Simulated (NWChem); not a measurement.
System: CH$_{7}$FN$_{2}$Si; SMILES C[Si](N)(N)F

Results from NWChem. Pople sets run with spherical d functions. Each level has its own optimisation. One conformer.

```
level          r C–Si (Å)  r N–Si (Å)  r F–Si (Å)  r H–N (Å)  dipole (D)
-------------  ----------  ----------  ----------  ---------  ----------
B3LYP/3-21G         1.882       1.730       1.658      1.014        2.08
B3LYP/6-31G*        1.869       1.732       1.620      1.013        3.25
PBE0/def2-SVP       1.859       1.724       1.631      1.013        3.22
```
